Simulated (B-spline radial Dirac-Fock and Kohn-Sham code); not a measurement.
**Radiative decay of the M3 hole in Cs⁵⁺**

System: cesium as Cs⁵⁺, configuration 1s2 2s2 2p6 3s2 3p6 3d10 4s2 4p6 4d10 5s2 5p2.

Model: a relativistic independent-particle model: LDA orbitals of the hole state, radiative multipoles to third order, Auger rates from the Coulomb interaction with a continuum orbital, Dirac-Fock energies. Program: a radial finite-basis atomic code.

```
      line  multipole  energy (eV)  rate (s⁻¹)  share (%)
     M3-M4         E1        261.7    9.09e+10       1.14
     M3-M5         E1        275.6    9.75e+11       12.2
     M3-N1         E1        762.3    1.33e+12       16.7
     M3-N2         E2        818.6    1.44e+09     0.0180
     M3-N4         E1        925.4    5.72e+11       7.16
Mγ (M3-N5)         E1        927.7    4.73e+12       59.2
     M3-O1         E1        985.8    2.83e+11       3.54
```

The listed lines hold 100.0 % of the radiative rate. The radiative width is 0.00526 eV in the length form and 0.00505 eV in the velocity form; the two differ because the transition energies are not eigenvalue differences of the potential that gave the orbitals.

Values without a named source are computed, but for edge energies of neutral atoms, which are taken from tables.
